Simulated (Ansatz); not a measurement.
Cost and result for the atomization energy of BGaH₆SSi, SMILES `[SiH3]B[S][GaH2]` (10 atoms, 9 bonds).

| atom | x (Å) | y (Å) | z (Å) |
| --- | --- | --- | --- |
| Si1 | 0.6701 | 0.7088 | -0.9174 |
| B2 | 0.7708 | -1.2778 | -0.6853 |
| S3 | -0.2031 | -1.9803 | 0.5970 |
| Ga4 | -1.1809 | -0.0692 | 1.4083 |
| H5 | -0.3175 | 1.1959 | 0.1557 |
| H6 | 0.0693 | 1.2184 | -2.1790 |
| H7 | 1.9002 | 1.4889 | -0.6168 |
| H8 | 1.4453 | -1.9994 | -1.3574 |
| H9 | -0.5196 | 0.5214 | 2.6944 |
| H10 | -2.6347 | 0.1932 | 0.9005 |

The species carries charge 0 and has multiplicity 1. Correlated methods include outer-core shells of Ga, which these sets cover unevenly. Scalar relativity is left out up to krypton. All single points use the PBE0-D4/def2-TZVP geometry. It is one conformer, not always the lowest. Program: Ansatz. All runs use 4 threads of an Arm Neoverse V1 on a shared host. Times are those of one run each, without the atoms' runs, and a repeat can differ threefold. Electronic energies, without spin–orbit coupling; frozen cores. CCSD(T)/CBS adds CCSD(T) − MP2 in def2-TZVPP to the MP2 limit, and its time is that of the two runs behind it. T1 = 0.016. With those shells the extrapolation isn't a true limit. B3LYP takes the VWN-RPA correlation (the form of Gaussian; ORCA's B3LYP/G). HSE06 is the plane-wave form, built on full-range PBE exchange.

CCSD(T)/CBS is a level of theory with its own doubt, some kJ/mol a heavy atom from the limit and from the frozen cores, so smaller differences don't rank the functionals.

| level | functions | wall time |
| --- | --- | --- |
| LDA (SPW92)/def2-TZVPP | 247 | 1.6 s |
| BLYP-D4/def2-TZVPP | 247 | 2.7 s |
| PBE-D4/def2-TZVPP (with forces) | 247 | 3 s |
| HSE06-D4/def2-TZVPP | 247 | 4.5 s |
| CAM-B3LYP-D4/def2-TZVPP | 247 | 4.7 s |
| CCSD(T)/def2-SVP | 112 | 5.5 s |
| B3LYP-D4/def2-TZVPP (with forces) | 247 | 6.5 s |
| r2SCANh-D4/def2-TZVPP | 247 | 7 s |
| B97M-V/def2-TZVPP | 247 | 11 s |
| ωB97M-V/def2-TZVPP (with forces) | 247 | 15 s |
| MP2/def2-QZVPP | 466 | 24 s |
| CCSD(T)/def2-TZVPP | 247 | 2.2 min |
| CCSD(T)/CBS(def2) | – | 2.6 min |

Task: What atomization energy does each give, and how far from CCSD(T)/CBS? (An estimate is asked.)

Result: Computed: 
```csv
level,atomization (kJ/mol),difference from CCSD(T)/CBS,per bond
LDA (SPW92)/def2-TZVPP,3252.4,353.6,39.3
BLYP-D4/def2-TZVPP,2851.3,-47.5,-5.3
PBE-D4/def2-TZVPP (with forces),2898.1,-0.7,-0.1
HSE06-D4/def2-TZVPP,2888.5,-10.3,-1.1
CAM-B3LYP-D4/def2-TZVPP,2894.5,-4.3,-0.5
CCSD(T)/def2-SVP,2729.4,-169.4,-18.8
B3LYP-D4/def2-TZVPP (with forces),2885.8,-13.0,-1.4
r2SCANh-D4/def2-TZVPP,2916.0,17.2,1.9
B97M-V/def2-TZVPP,2949.4,50.6,5.6
ωB97M-V/def2-TZVPP (with forces),2902.1,3.3,0.4
MP2/def2-QZVPP,2875.8,-23.0,-2.6
CCSD(T)/def2-TZVPP,2839.9,-58.9,-6.5
CCSD(T)/CBS(def2),2898.8,0.0,0.0
```

From r2SCAN to r2SCAN0 (25 % exact exchange), in def2-TZVPP and without D4, the atomization energy moves by −28.0 kJ/mol: exact exchange takes away binding that semilocal exchange gives to molecules. Leaving LDA and LC-ωPBE aside and taking each functional with its dispersion term where it has one, the values, not all of them listed here, spread over 101.7 kJ/mol, from revPBE-D4 to B97M-V. LDA lies +382.2 kJ/mol from PBE without D4, its usual overbinding. The D4 term adds +45.7 kJ/mol with B3LYP and +23.8 kJ/mol with PBE0; it sums over pairs of atoms, weighted by their polarisabilities, and B3LYP, whose exchange is more repulsive, gets the larger term.
